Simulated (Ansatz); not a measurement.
Pulling on the Zn1–H2 bond in FHZn (SMILES [F][ZnH]) (multiplicity 1 held, fragments rigid). Energies count from the point at 1.505 Å.
Geometry at that point (charge 0, multiplicity 1):
```csv
atom,x (Å),y (Å),z (Å)
Zn,0.0000,0.0000,-0.3581
H,0.0000,0.0000,-1.8636
F,0.0000,0.0000,1.4008
```

Unrestricted levels (U-) break spin symmetry where that is lower. Active spaces are followed from a long bond inwards. Levels need not reach the same state.

Cores are frozen in the correlated methods.

The values were computed with Ansatz (an electronic-structure program). Values without a source in brackets are computed.

Estimate the energy at R = 4.817 Å that U-MP2/def2-TZVPP returns for this input.

332 kJ/mol

What is the computed energy at R = 4.817 Å (U-SCS-MP2/def2-TZVPP)?

340 kJ/mol

Give the energy at R = 4.817 Å at the level CASSCF(2,2)/def2-TZVPP.

280 kJ/mol

Doubts at one or more of the structures used: a spin-contaminated determinant (U-MP2/def2-TZVPP, U-SCS-MP2/def2-TZVPP).
